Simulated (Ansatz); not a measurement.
Computed with Ansatz on PBE0-D4/def2-TZVP structures; ΔE is electronic, products minus reactants. CBS: MP2 limit from def2 TZ/QZ plus the TZ coupled-cluster correction, frozen cores. This one scheme is used for every species. Functionals use def2-TZVPP. Elements past krypton have def2 core potentials. For Br, In outer-core shells are correlated without core-valence functions, which leaves a few kJ/mol of doubt a bond. Scalar relativity is left out up to krypton. Each species was taken in one conformer, which may not be the lowest.

Reaction (ligand exchange at the In–Br bond): `[F][In]([SH])[Br]` + H₂S → `[F][In]([SH])[SH]` + HBr

`[F][In]([SH])[Br]`:

Z-matrix (Å, degrees):
```
In
F 1 1.935
Br 1 2.439 2 115.3
S 1 2.351 2 118.0 3 179.8
H 4 1.345 1 92.1 2 179.9
```

H₂S:

Cartesian coordinates in Å:
```
S -0.555 -0.205 -0.183
H 0.687 -0.327 -0.673
H -0.132 0.532 0.855
```

`[F][In]([SH])[SH]`:

Z-matrix (Å, degrees):
```
In
S 1 2.360
S 1 2.357 2 131.6
F 1 1.946 2 113.6 3 -179.9
H 2 1.345 1 91.3 3 180.0
H 3 1.344 1 92.9 2 0.3
```

HBr:

Z-matrix (Å, degrees):
```
Br
H 1 1.420
```

CCSD(T)/CBS gives +9.6 kcal/mol.

Another level gave +13.1 kcal/mol. Which?
A. HF/def2-TZVPP
B. BHLYP-D4/def2-TZVPP
C. BLYP-D4/def2-TZVPP
D. LDA (SPW92)/def2-TZVPP

A. HF/def2-TZVPP 13.1, BLYP-D4 8.8, BHLYP-D4 10.8, LDA (SPW92) 7.1 kcal/mol.

Largest T1 diagnostic among the species: 0.015.

From PBE to PBE0 (25 % exact exchange), in def2-TZVPP and without D4, ΔE moves by +0.9 kcal/mol. In def2-TZVPP, CCSD(T) changes the Hartree–Fock value by −4.1 kcal/mol (the triples alone add −0.5 kcal/mol) and MP2 by −4.3 kcal/mol.
